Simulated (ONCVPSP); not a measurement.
## tin: one change to an ONCV potential, before and after

ONCVPSP 4.0.1 input, shortened (lines: element, Z, core and valence counts, functional; n l f; lmax; l rc ep ncon nbas qcut; lloc lpopt rc5 dvloc0; l nproj debl; icmod fcfact rcfact), PBE, fully relativistic:

```
  Sn 50.00    9    2        4      upf
    1    0    2.00
    2    0    2.00
    2    1    6.00
    3    0    2.00
    3    1    6.00
    3    2   10.00
    4    0    2.00
    4    1    6.00
    4    2   10.00
    5    0    2.00
    5    1    2.00
    2
    0    2.20    0.00    3    7    2.30
    1    2.30    0.00    5    8    3.70
    2    2.40    0.23    4    9    3.80
    4    5    1.45    2.00
    0    2    3.10
    1    2    0.30
    2    3    3.80
    0    0.00    0.00
```

Open shells are filled in proportion to 2j + 1.

Change: d: debl 0.75.

Cutoffs: the cutoffs (Ha) at which the residual kinetic energy of the hardest occupied pseudo-wave falls to 1 and 0.1 mHa per electron; they do not see the model core or the augmentation charge, which bear on the density cutoff. Errors are all-electron minus pseudo energies relative to the spin-unpolarised reference configuration.

What does the change do?

The potential gets neither clearly harder nor softer (24 Ha and 40 Ha → 24 Ha and 40 Ha); a bound ghost appears in d, which as a rule spoils a file; the errors of the 4 common tests hardly move; the range in which the d5/2 phases agree widens (upper end 0.6 → 4.2); the range in which the d3/2 phases agree widens (upper end 0.6 → 4.2).

```csv
quantity,base,changed
"cutoff, loose",24 Ha,24 Ha
"cutoff, tight",40 Ha,40 Ha
bound ghosts,none,"d5/2, d3/2"
GHOST(+) flags under 300 eV,"p3/2 at 46.2 eV, s at 46.8 eV, p1/2 at 62.0 eV, d5/2 at 244.4 eV, d3/2 at 245.0 eV","p3/2 at 46.2 eV, s at 46.8 eV, p1/2 at 62.0 eV"
"error for 5s2 5p1, meV [ΔE 6.89 eV]",+1.4,+1.4
"error for 5s2 5p0, meV [ΔE 20.86 eV]",+29,+29
"error for 5s1 5p0, meV [ΔE 51.83 eV]",+123,+123
"error for 5s0 5p4, meV [ΔE 14.15 eV]",+74,+74
s: phases at 2.23 bohr within 0.05 rad from the reference energy up to (Ha; the scan ends near 5),1.6,1.6
p3/2: phases at 2.33 bohr within 0.05 rad from the reference energy up to (Ha; the scan ends near 5),1.5,1.5
p1/2: phases at 2.33 bohr within 0.05 rad from the reference energy up to (Ha; the scan ends near 5),1.8,1.8
d5/2: phases at 2.43 bohr within 0.05 rad from the reference energy up to (Ha; the scan ends near 5),0.6,4.2
d3/2: phases at 2.43 bohr within 0.05 rad from the reference energy up to (Ha; the scan ends near 5),0.6,4.2
```

Base: The cutoffs count occupied waves only; projector 3 of the d channel, the hardest unoccupied one, needs 89 Ha at the loose tolerance. Changed file: The cutoffs count occupied waves only; projector 3 of the d channel, the hardest unoccupied one, needs 77 Ha at the loose tolerance. A true bound ghost makes a file unfit for plane-wave use even where its test errors are small: the radial tests pick states by their node count and pass the ghost by.
